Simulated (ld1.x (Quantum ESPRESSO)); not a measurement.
# Logarithmic derivatives: Br (Z = 35), PAW

```
Element                 : Br (Z = 35)
Generator               : ld1.x (Quantum ESPRESSO) 7.5
Type                    : PAW
Functional              : PBE
Relativity              : scalar-relativistic
Frozen core             : [Ar] 3d10
Valence charge          : 7
Reference configuration : 4s2 4p3 (charge +2)
Partial waves           : 4s (bound): rcut 1.35, rcutus 1.45 bohr; 4s channel at -0.9 Ry: rcut 1.35, rcutus 1.45 bohr; 4p (bound): rcut 1.00, rcutus 1.40 bohr; 4p channel at -1.65 Ry: rcut 1.00, rcutus 1.40 bohr
Local potential         : all-electron potential smoothed inside 1.20 bohr (lloc = -1)
Core correction         : Bessel-smoothed model core inside 1.15 bohr
Augmentation charge     : PSQ, inside the norm-conserving radii
```

The phase is arctan(r·u′/u) with u = r·R(r), unwrapped; energies in Ry, scanned from -5 to 5 Ry. A pole is an energy at which the radial function vanishes at the test radius. The pseudo phase is shifted by a multiple of π to meet the all-electron one at the reference energy, and phase errors are pseudo minus all-electron; the curves can meet again beyond the range given. Levels narrower than the energy grid can be missing from the lists of poles.

```tsv
channel	radius (bohr)	reference energy (Ry)	poles, all-electron	poles, pseudo	unbroken range about the reference energy with phases within 0.05 rad	phase error 1 Ry above the reference energy (rad)
s	1.61	-3.08	1.75	1.72, 3.45	below 3.2	+0.000
p	1.61	-2.07	3.82	2.43, 4.78	below 2.3	-0.001
```

Note: ghost state, extra bound levels that the all-electron valence spectrum of the same l lacks: d at -17.8 eV. A true bound ghost makes a file unfit for plane-wave use.

Phases in the p channel:

```json
{"E (Ry)": "-5.00", "all-electron": "1.103", "pseudo": "1.103"}
{"E (Ry)": "-4.74", "all-electron": "1.073", "pseudo": "1.072"}
{"E (Ry)": "-4.48", "all-electron": "1.038", "pseudo": "1.037"}
{"E (Ry)": "-4.22", "all-electron": "0.995", "pseudo": "0.995"}
{"E (Ry)": "-3.96", "all-electron": "0.944", "pseudo": "0.944"}
{"E (Ry)": "-3.70", "all-electron": "0.882", "pseudo": "0.882"}
{"E (Ry)": "-3.44", "all-electron": "0.805", "pseudo": "0.805"}
{"E (Ry)": "-3.18", "all-electron": "0.709", "pseudo": "0.708"}
{"E (Ry)": "-2.92", "all-electron": "0.586", "pseudo": "0.586"}
{"E (Ry)": "-2.66", "all-electron": "0.431", "pseudo": "0.431"}
{"E (Ry)": "-2.40", "all-electron": "0.240", "pseudo": "0.239"}
{"E (Ry)": "-2.14", "all-electron": "0.014", "pseudo": "0.014"}
{"E (Ry)": "-1.88", "all-electron": "-0.227", "pseudo": "-0.227"}
{"E (Ry)": "-1.62", "all-electron": "-0.459", "pseudo": "-0.459"}
{"E (Ry)": "-1.36", "all-electron": "-0.661", "pseudo": "-0.661"}
{"E (Ry)": "-1.10", "all-electron": "-0.826", "pseudo": "-0.826"}
{"E (Ry)": "-0.84", "all-electron": "-0.957", "pseudo": "-0.957"}
{"E (Ry)": "-0.58", "all-electron": "-1.060", "pseudo": "-1.061"}
{"E (Ry)": "-0.32", "all-electron": "-1.142", "pseudo": "-1.144"}
{"E (Ry)": "-0.06", "all-electron": "-1.208", "pseudo": "-1.210"}
{"E (Ry)": "0.20", "all-electron": "-1.263", "pseudo": "-1.265"}
{"E (Ry)": "0.46", "all-electron": "-1.308", "pseudo": "-1.312"}
{"E (Ry)": "0.72", "all-electron": "-1.346", "pseudo": "-1.351"}
{"E (Ry)": "0.98", "all-electron": "-1.379", "pseudo": "-1.385"}
{"E (Ry)": "1.24", "all-electron": "-1.407", "pseudo": "-1.415"}
{"E (Ry)": "1.50", "all-electron": "-1.431", "pseudo": "-1.444"}
{"E (Ry)": "1.76", "all-electron": "-1.453", "pseudo": "-1.471"}
{"E (Ry)": "2.02", "all-electron": "-1.473", "pseudo": "-1.500"}
{"E (Ry)": "2.28", "all-electron": "-1.491", "pseudo": "-1.537"}
{"E (Ry)": "2.54", "all-electron": "-1.507", "pseudo": "-1.615"}
{"E (Ry)": "2.80", "all-electron": "-1.522", "pseudo": "-3.443"}
{"E (Ry)": "3.06", "all-electron": "-1.535", "pseudo": "-4.550"}
{"E (Ry)": "3.32", "all-electron": "-1.548", "pseudo": "-4.616"}
{"E (Ry)": "3.58", "all-electron": "-1.560", "pseudo": "-4.646"}
{"E (Ry)": "3.84", "all-electron": "-1.571", "pseudo": "-4.666"}
{"E (Ry)": "4.10", "all-electron": "-1.582", "pseudo": "-4.681"}
{"E (Ry)": "4.36", "all-electron": "-1.593", "pseudo": "-4.694"}
{"E (Ry)": "4.62", "all-electron": "-1.603", "pseudo": "-4.706"}
{"E (Ry)": "4.88", "all-electron": "-1.612", "pseudo": "-4.716"}
```
